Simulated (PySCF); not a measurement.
CH2Cl6Si2, triplet, at the geometry of the source list (a higher spin typed on purpose: for a closed-shell molecule this is an excited state); SVWN5/STO-3G (PySCF).

The PySCF input:
```python
from pyscf import gto, scf, dft

mol = gto.M(
    atom='''
Cl    3.177100   -0.142600   -1.039700
Si    1.535700    0.590400   -0.117700
Cl    1.955700    0.930100    1.822800
Cl    0.985400    2.310800   -1.009300
C     0.150100   -0.720900   -0.253800
Si   -1.617400   -0.197600    0.256000
Cl   -2.371200    1.065300   -1.120400
Cl   -1.609800    0.688300    2.065000
Cl   -2.759800   -1.862200    0.334000
H     0.441100   -1.583700    0.346900
H     0.113000   -1.077900   -1.283900
''',
    basis='sto-3g',
    charge=0,
    spin=2,
    verbose=4,
    symmetry=True,
)

mf = dft.UKS(mol)
mf.xc = 'lda,vwn'
mf.kernel()
mf.analyze()
```

It wrote (shortened):

```
PySCF version 2.14.0

[INPUT] verbose = 4
[INPUT] num. atoms = 11
[INPUT] num. electrons = 138
[INPUT] charge = 0
[INPUT] spin (= nelec alpha-beta = 2S) = 2
[INPUT] symmetry True subgroup None
[INPUT] Mole.unit = angstrom
[INPUT] Symbol           X                Y                Z      unit          X                Y                Z       unit  Magmom
[...]
nuclear repulsion = 1340.27104783187
point group symmetry = C1
symmetry origin: [0. 0. 0.]
symmetry axis x: [1. 0. 0.]
symmetry axis y: [0. 1. 0.]
symmetry axis z: [0. 0. 1.]
num. orbitals of irrep A = 79
number of shells = 45
number of NR pGTOs = 237
number of NR cGTOs = 79
basis = sto-3g
ecp = {}

******** <class 'pyscf.dft.uks.UKS'> ********
method = UKS
initial guess = minao
damping factor = 0
level_shift factor = 0
DIIS = <class 'pyscf.scf.diis.CDIIS'>
diis_start_cycle = 1
diis_space = 8
diis_damp = 0
SCF conv_tol = 1e-09
SCF conv_tol_grad = None
SCF max_cycles = 50
direct_scf = True
direct_scf_tol = 1e-13
number electrons alpha = 70  beta = 68
XC library pyscf.dft.libxc version 7.1.2
    S. Lehtola, C. Steigemann, M. J. T. Oliveira, and M. A. L. Marques,  SoftwareX 7, 1–5 (2018)
XC functionals = lda,vwn
    P. A. M. Dirac,  Math. Proc. Cambridge Philos. Soc. 26, 376 (1930)
    F. Bloch,  Z. Phys. 57, 545 (1929)
    S. H. Vosko, L. Wilk, and M. Nusair,  Can. J. Phys. 58, 1200 (1980)
radial grids:
    Treutler-Ahlrichs [JCP 102, 346 (1995); DOI:10.1063/1.469408] (M4) radial grids

becke partition: Becke, JCP 88, 2547 (1988); DOI:10.1063/1.454033
pruning grids: <function nwchem_prune>
grids dens level: 3
symmetrized grids: True
atomic radii adjust function: <function treutler_atomic_radii_adjust>
small_rho_cutoff = 0
Set gradient conv threshold to 3.16228e-05
tot grids = 185376
init E= -3329.86719682613

cycle= 1 E= -3330.2404440392  delta_E= -0.373  |g|= 0.472  |ddm|= 3.82

cycle= 2 E= -3329.87760442196  delta_E= 0.363  |g|= 0.815  |ddm|= 3.21

cycle= 3 E= -3330.35935758972  delta_E= -0.482  |g|= 0.263  |ddm|= 3.16

cycle= 4 E= -3330.25153602937  delta_E= 0.108  |g|= 0.238  |ddm|= 3.58

cycle= 5 E= -3330.26064795137  delta_E= -0.00911  |g|= 0.213  |ddm|= 4.24

cycle= 6 E= -3330.42853822206  delta_E= -0.168  |g|= 0.123  |ddm|= 3.77

cycle= 7 E= -3330.44886116242  delta_E= -0.0203  |g|= 0.0723  |ddm|= 1.34

cycle= 8 E= -3330.39786202771  delta_E= 0.051  |g|= 0.175  |ddm|= 1.54

cycle= 9 E= -3330.43800386118  delta_E= -0.0401  |g|= 0.109  |ddm|=  1.3

[...]
SCF not converged.
Total Energy =                       -3330.442037957445791
[...]
spin_pop of  5 Si 3py       0.00367
spin_pop of  5 Si 3pz       0.00163
spin_pop of  6 Cl 1s        0.00000
spin_pop of  6 Cl 2s        0.00002
spin_pop of  6 Cl 3s        0.00404
spin_pop of  6 Cl 2px       0.00006
spin_pop of  6 Cl 2py       0.00005
spin_pop of  6 Cl 2pz       0.00003
spin_pop of  6 Cl 3px       0.21322
spin_pop of  6 Cl 3py       0.11458
spin_pop of  6 Cl 3pz       0.02922
spin_pop of  7 Cl 1s        0.00000
spin_pop of  7 Cl 2s        0.00001
spin_pop of  7 Cl 3s        0.00359
spin_pop of  7 Cl 2px       0.00000
spin_pop of  7 Cl 2py       0.00004
spin_pop of  7 Cl 2pz       0.00004
spin_pop of  7 Cl 3px       0.00078
spin_pop of  7 Cl 3py       0.11276
spin_pop of  7 Cl 3pz       0.03928
spin_pop of  8 Cl 1s        0.00000
spin_pop of  8 Cl 2s        0.00003
spin_pop of  8 Cl 3s        0.00764
spin_pop of  8 Cl 2px       0.00003
spin_pop of  8 Cl 2py       0.00007
spin_pop of  8 Cl 2pz       0.00005
spin_pop of  8 Cl 3px       0.04361
spin_pop of  8 Cl 3py       0.06590
spin_pop of  8 Cl 3pz       0.18980
spin_pop of  9 H 1s       -0.00858
spin_pop of  10 H 1s       -0.00856
 ** Mulliken Spin Density (per atom)  **
spin density of  0 Cl =      0.20112
spin density of  1 Si =      0.24663
spin density of  2 Cl =      0.10963
spin density of  3 Cl =      0.23063
spin density of  4 C =      0.19867
spin density of  5 Si =      0.20561
spin density of  6 Cl =      0.36122
spin density of  7 Cl =      0.15650
spin density of  8 Cl =      0.30714
spin density of  9 H =     -0.00858
spin density of  10 H =     -0.00856
 ** Mulliken pop alpha/beta on meta-lowdin orthogonal AOs **
 ** Mulliken pop       alpha | beta **
In total            70.00000 | 68.00000
 ** Mulliken atomic charges   ( Nelec_alpha | Nelec_beta ) **
charge of  0Cl =     -0.26086  (     8.73099      8.52987 )
charge of  1Si =      0.54896  (     6.84884      6.60220 )
charge of  2Cl =     -0.25590  (     8.68277      8.57314 )
charge of  3Cl =     -0.11658  (     8.67360      8.44298 )
charge of  4C =     -0.42084  (     3.30976      3.11109 )
charge of  5Si =      0.58662  (     6.80949      6.60388 )
charge of  6Cl =      0.02830  (     8.66646      8.30524 )
charge of  7Cl =     -0.16349  (     8.65999      8.50349 )
charge of  8Cl =     -0.12682  (     8.71698      8.40984 )
charge of  9H =      0.09020  (     0.45061      0.45919 )
charge of  10H =      0.09041  (     0.45051      0.45908 )
Dipole moment(X, Y, Z, Debye): -4.78586, -0.94117, -2.04770
```

Convergence was not reached.
